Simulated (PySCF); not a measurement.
**2-tert-butylpyridine (SMILES CC(C)(C)c1ccccn1)**

Geometry:
```
atom   x (Å)   y (Å)   z (Å)
  C1  -1.533   0.985  -1.291
  C2  -1.319  -0.061  -0.188
  C3  -1.858  -1.409  -0.663
  C4  -2.074   0.365   1.079
  C5   0.173  -0.161   0.127
  C6   0.888   0.960   0.581
  C7   2.243   0.837   0.859
  C8   2.858  -0.401   0.678
  C9   2.070  -1.454   0.225
 N10   0.771  -1.339  -0.042
 H11  -1.198   1.986  -0.981
 H12  -2.602   1.055  -1.548
 H13  -0.981   0.711  -2.204
 H14  -1.716  -2.186   0.101
 H15  -2.932  -1.322  -0.885
 H16  -1.335  -1.750  -1.568
 H17  -1.749   1.353   1.440
 H18  -1.918  -0.360   1.893
 H19  -3.155   0.422   0.877
 H20   0.386   1.920   0.715
 H21   2.815   1.698   1.213
 H22   3.921  -0.547   0.883
 H23   2.511  -2.445   0.069
```

Method: quadratic response CAM-B3LYP/def2-SVPD first hyperpolarisability, Taylor convention, gas phase in PySCF. Geometry: PBE0-D3(BJ)/def2-SVP.

Q: Give β for the processes computed.

A: In au, Taylor convention; the vector part is βᵢ = ⅓ Σⱼ (βᵢⱼⱼ + βⱼᵢⱼ + βⱼⱼᵢ); β∥ is 3/5 of the vector part along the dipole, the dipole points from − to +:
| process | λ (nm) | β vector norm | β∥ | β HRS | depolarisation ratio |
| --- | --- | --- | --- | --- | --- |
| static β(0;0,0) | ∞ | 37.2 | -15.5 | 17.9 | 3.39 |
| second harmonic β(−2ω;ω,ω) | 1907 | 40.0 | -16.3 | 19.1 | 3.52 |
| Pockels β(−ω;ω,0) | 1907 | 38.1 | -15.8 | – | – |
| second harmonic β(−2ω;ω,ω) | 1064 | 47.5 | -18.3 | 22.1 | 3.84 |
| Pockels β(−ω;ω,0) | 1064 | 40.2 | -16.3 | – | – |

Q: Which lowest excitations, dipole and polarisabilities go with it?

A: S1 5.06 eV (f = 0.003); S2 5.32 eV (f = 0.000); S3 5.52 eV (f = 0.066); dipole 1.86 D; isotropic α 110.9 au static, 111.3 au at 1907 nm, 112.0 au at 1064 nm, 112.3 au at 953.5 nm, 115.5 au at 532 nm.
